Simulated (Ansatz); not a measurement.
The cluster Ru₅⁺, relaxed as a doublet with UKS PBE-D4/def2-SVP in Ansatz, starting from the GFN2-xTB geometry. Force threshold 0.02 eV/Å.

In the def2 sets Ru takes a core potential; there is no spin–orbit coupling. The relaxation made no stability test and no search for a lower SCF solution. No other spin state of charge 1 was run. The structure comes from a short search, and lower isomers may exist.

Start:

Cartesian coordinates in Å:
```
Ru 0.8028 1.7332 1.7143
Ru 0.3901 -0.5479 1.1213
Ru -0.3325 -2.0642 -0.4286
Ru -0.0792 1.2240 -0.4507
Ru -0.7812 -0.3451 -1.9564
```

(1) Estimate the energy that the relaxation releases and the steps that it takes.

(2) Does the start keep its bonding and symmetry?

(3) Predict the relaxed structure.

Results:

(1) 48.6 kcal/mol, in 26 steps; 2.6 min on 4 threads of Arm Neoverse V2 on a shared host. The force fell under the threshold at step 4, but the optimiser went on and released 1.960 eV more. No frequencies were taken in this run, so the end may be a saddle point.

(2) Bonds formed: Ru1–Ru3, Ru1–Ru5 (atoms count from 1). Point group C2v at the start, C4v at the end, both within 0.05 Å.

(3) 
```csv
atom,x (Å),y (Å),z (Å)
Ru1,1.348,0.657,0.337
Ru2,-0.608,-0.411,1.480
Ru3,0.386,-1.596,-0.185
Ru4,-1.060,1.267,0.016
Ru5,-0.066,0.082,-1.649
```
Bond lengths (bridged metal pairs left out): 10 × Ru–Ru 2.27 to 3.21 Å.
